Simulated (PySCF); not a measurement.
selenium hexafluoride (F$_{6}$Se), singlet, geometry from GFN2-xTB; PySCF with PBE0/3-21G.

The PySCF input:
```python
from pyscf import gto, scf, dft

mol = gto.Mole()
mol.atom = '''
    F     0.972274   -1.319899   -0.497489
    Se   -0.000000    0.000000    0.000000
    F     1.229734    1.089143   -0.486281
    F    -1.229734   -1.089143    0.486281
    F    -0.690930    0.081125   -1.565561
    F     0.690930   -0.081125    1.565561
    F    -0.972274    1.319899    0.497489
'''
mol.basis = '3-21g'
mol.charge = 0
mol.spin = 0
mol.verbose = 4
mol.build()

mf = dft.RKS(mol)
mf.xc = 'pbe0'
mf.kernel()
```

Output, abridged:

```
PySCF version 2.14.0

[INPUT] verbose = 4
[INPUT] num. atoms = 7
[INPUT] num. electrons = 88
[INPUT] charge = 0
[INPUT] spin (= nelec alpha-beta = 2S) = 0
[INPUT] symmetry False subgroup None
[INPUT] Mole.unit = angstrom
[INPUT] Symbol           X                Y                Z      unit          X                Y                Z       unit  Magmom
[INPUT]  1 F      0.972274000000  -1.319899000000  -0.497489000000 AA    1.837331578035  -2.494247622087  -0.940117959984 Bohr   0.0
[INPUT]  2 Se     0.000000000000   0.000000000000   0.000000000000 AA    0.000000000000   0.000000000000   0.000000000000 Bohr   0.0
[INPUT]  3 F      1.229734000000   1.089143000000  -0.486281000000 AA    2.323860466066   2.058181980487  -0.918937909580 Bohr   0.0
[INPUT]  4 F     -1.229734000000  -1.089143000000   0.486281000000 AA   -2.323860466066  -2.058181980487   0.918937909580 Bohr   0.0
[INPUT]  5 F     -0.690930000000   0.081125000000  -1.565561000000 AA   -1.305668471246   0.153304031855  -2.958481521300 Bohr   0.0
[INPUT]  6 F      0.690930000000  -0.081125000000   1.565561000000 AA    1.305668471246  -0.153304031855   2.958481521300 Bohr   0.0
[INPUT]  7 F     -0.972274000000   1.319899000000   0.497489000000 AA   -1.837331578035   2.494247622087   0.940117959984 Bohr   0.0

nuclear repulsion = 816.949388688581
number of shells = 40
number of NR pGTOs = 144
number of NR cGTOs = 76
basis = 3-21g
ecp = {}

******** <class 'pyscf.dft.rks.RKS'> ********
method = RKS
initial guess = minao
damping factor = 0
level_shift factor = 0
DIIS = <class 'pyscf.scf.diis.CDIIS'>
diis_start_cycle = 1
diis_space = 8
diis_damp = 0
SCF conv_tol = 1e-09
SCF conv_tol_grad = None
SCF max_cycles = 50
direct_scf = True
direct_scf_tol = 1e-13
XC library pyscf.dft.libxc version 7.1.2
    S. Lehtola, C. Steigemann, M. J. T. Oliveira, and M. A. L. Marques,  SoftwareX 7, 1–5 (2018)
XC functionals = pbe0
    C. Adamo and V. Barone,  J. Chem. Phys. 110, 6158 (1999)
    M. Ernzerhof and G. E. Scuseria,  J. Chem. Phys. 110, 5029 (1999)
radial grids:
    Treutler-Ahlrichs [JCP 102, 346 (1995); DOI:10.1063/1.469408] (M4) radial grids

becke partition: Becke, JCP 88, 2547 (1988); DOI:10.1063/1.454033
pruning grids: <function nwchem_prune>
grids dens level: 3
symmetrized grids: False
atomic radii adjust function: <function treutler_atomic_radii_adjust>
small_rho_cutoff = 0
Set gradient conv threshold to 3.16228e-05
Initial guess from minao.
tot grids = 106000
init E= -2983.71878239358
  HOMO = -0.523759257689963  LUMO = -0.181639420558429  gap/eV = 9.30955
cycle= 1 E= -2984.68847512008  delta_E= -0.97  |g|= 1.19  |ddm|= 2.85
  HOMO = -0.390629864576215  LUMO = -0.168971107558791  gap/eV = 6.03164
cycle= 2 E= -2984.59390082478  delta_E= 0.0946  |g|= 1.49  |ddm|= 2.29
  HOMO = -0.443693978151027  LUMO = -0.149682029672295  gap/eV = 8.00047
cycle= 3 E= -2984.99337740935  delta_E= -0.399  |g|= 0.0304  |ddm|= 1.21
  HOMO = -0.438515331898325  LUMO = -0.136799338608208  gap/eV = 8.21011
cycle= 4 E= -2984.99362627361  delta_E= -0.000249  |g|= 0.00767  |ddm|= 0.0487
  HOMO = -0.439614594073051  LUMO = -0.138738057935279  gap/eV = 8.18727
cycle= 5 E= -2984.993643663  delta_E= -1.74e-05  |g|= 0.000236  |ddm|= 0.00986
  HOMO = -0.439604883470587  LUMO = -0.138711924332876  gap/eV = 8.18771
cycle= 6 E= -2984.99364368241  delta_E= -1.94e-08  |g|= 4.06e-05  |ddm|= 0.000392
  HOMO = -0.439601851260612  LUMO = -0.138709190325235  gap/eV = 8.18771
cycle= 7 E= -2984.99364368235  delta_E= 6.87e-11  |g|= 4.76e-05  |ddm|= 6.02e-05
  HOMO = -0.439602880298783  LUMO = -0.138708446745236  gap/eV = 8.18775
cycle= 8 E= -2984.99364368271  delta_E= -3.63e-10  |g|= 6.55e-07  |ddm|= 3.18e-05
  HOMO = -0.43960287303437  LUMO = -0.138708479607951  gap/eV = 8.18775
Extra cycle  E= -2984.99364368269  delta_E= 1.86e-11  |g|= 7.35e-07  |ddm|= 1.47e-06
converged SCF energy = -2984.99364368269
```
